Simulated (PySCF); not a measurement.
The same groups moved round the core (benzothiophene chloro+silyl). Isolated molecules, 0 K electronic values unless said otherwise. Strings in code marks are SMILES.

The vertical ionisation energy (Delta-SCF) from two functionals at the same geometries (PBE0-D3(BJ)/def2-SVP), both in PySCF: PBE-D3(BJ)/def2-TZVP and PBE0-D3(BJ)/def2-TZVP. Delta-SCF ions had no search for a lower state. 

| species | PBE-D3(BJ)/def2-TZVP (eV) |
|---|---|
| `c12c(cc(cc2[SiH3])Cl)scc1` | 7.92 |
| `c12cc([SiH3])sc2ccc(c1)Cl` | 7.96 |
| `Clc1c([SiH3])cc2c(c1)ccs2` | 7.98 |
| `c1c2c(Cl)ccc(c2sc1)[SiH3]` | 7.90 |

**Question.** What does PBE0-D3(BJ)/def2-TZVP give for each?

**Answer.** 
- `c12c(cc(cc2[SiH3])Cl)scc1`: 8.12
- `c12cc([SiH3])sc2ccc(c1)Cl`: 8.16
- `Clc1c([SiH3])cc2c(c1)ccs2`: 8.18
- `c1c2c(Cl)ccc(c2sc1)[SiH3]`: 8.10
Over these rows, drawn at random from the members with no instability flagged (it was tested for open shells, ions and some series alone), PBE minus PBE0-D3(BJ): mean -0.20 eV, from -0.20 eV to -0.20 eV.
